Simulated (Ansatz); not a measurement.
C4H6BF, SMILES `CB1C=C1CF`, relaxed with RKS PBE0-D4/def2-TZVP in the Gaussian-basis code of Ansatz from a PBE-D4/def2-SVP geometry. The force threshold is 0.005 eV/Å; the program also tests the step.

Charge 0, multiplicity 1.

Start:

```xyz
12

C    -0.287    1.321   -1.754
B     0.154    0.159   -0.817
C     0.861   -1.103   -0.476
C     0.149   -0.504    0.527
C    -0.184   -0.693    1.951
F    -1.021    0.294    2.443
H     0.082    1.228   -2.794
H     0.068    2.290   -1.342
H    -1.395    1.394   -1.777
H     1.486   -2.000   -0.611
H     0.759   -0.701    2.550
H    -0.671   -1.687    2.098
```

(1) How much energy does the relaxation release, and in how many steps? (Estimate.)

(2) Which bonds change most? (Estimate.)

(3) Give the relaxed structure. (Best estimate.)

## Answers

(1) The calculation gave: 5.84 kJ/mol, in 6 steps.

(2) Computed: C5–H11 from 1.117 to 1.096 Å; C5–H12 from 1.116 to 1.096 Å; C3–H10 from 1.102 to 1.083 Å; B2–C3 from 1.486 to 1.467 Å.

(3) Computed: 
```xyz
12

C    -0.288    1.313   -1.746
B     0.151    0.165   -0.801
C     0.853   -1.077   -0.465
C     0.148   -0.491    0.525
C    -0.172   -0.705    1.938
F    -0.988    0.285    2.447
H     0.081    1.200   -2.767
H     0.063    2.273   -1.357
H    -1.379    1.381   -1.779
H     1.471   -1.956   -0.598
H     0.747   -0.724    2.535
H    -0.686   -1.664    2.068
```
